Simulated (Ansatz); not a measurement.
C$_{2}$H$_{4}$BClO$_{2}$, SMILES `CC(=O)OBCl`. Charge 0, multiplicity 1. The geometry is a stationary point of PBE0-D4/def2-TZVP. It is one conformer, not always the lowest.

```xyz
10

C     0.520   -0.517    1.502
C     0.320    0.406    0.349
O     0.868    1.447    0.166
O    -0.645   -0.086   -0.505
B    -0.726    0.305   -1.806
Cl   -2.114   -0.249   -2.707
H     0.824   -1.501    1.138
H    -0.428   -0.650    2.028
H     1.272   -0.112    2.175
H     0.108    0.958   -2.339
```

Task: What is the dipole moment at PBE/def2-TZVPP? (Estimate.)

Result: The calculation gave: 2.34 D, with components (0.27, -1.72, 1.57) D in this frame, pointing from negative to positive charge.

Task: And with r2SCAN, B3LYP, ωB97M-V? (Estimate.)

Result: Computed: r2SCAN 2.41 D, B3LYP 2.37 D, ωB97M-V 2.40 D.

Task: Give the Mulliken charges with PBE, r2SCAN, ωB97M-V in def2-TZVPP. (Estimate.)

Result: Computed: 
```csv
atom,PBE,r2SCAN,ωB97M-V
C1,-0.25,-0.14,-0.29
C2,0.26,0.36,0.34
O3,-0.22,-0.29,-0.27
O4,-0.18,-0.28,-0.26
B5,0.14,0.23,0.12
Cl6,-0.12,-0.13,-0.11
H7,0.11,0.07,0.12
H8,0.11,0.08,0.13
H9,0.11,0.08,0.12
H10,0.03,0.03,0.09
```

B3LYP here is the variant with VWN-RPA as its local correlation; programs differ in this.
